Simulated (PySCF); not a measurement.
Be(Et)(SeH) (C2H6BeSe), SMILES C[CH2][Be][SeH].

Geometry: TPSSh-D3(BJ)/def2-SVP. The structure was generated by enumeration; whether it is a known compound was not checked. The values are those of a single conformer.

Method: ωB97X/def2-TZVP (PySCF).

Gas-phase values at a fixed geometry.

Question: Estimate the frontier levels, gap, dipole moment and polarisability. (Estimate from the structure and the level; the computed values follow.)

Answer: 
The highest occupied level comes out as -9.41 eV, the lowest empty level comes out as 1.27 eV and the orbital gap comes out as 10.68 eV. The dipole moment is 1.11 D, the quadrupole, principal values (traceless, Buckingham form, about the centre of nuclear charge) comes out as -4.90, -1.22, 6.12 D·Å and the mean static polarisability is 65.9 bohr³ (9.76 Å³). The polarisability, principal values is 57.2, 59.8, 80.6 bohr³.
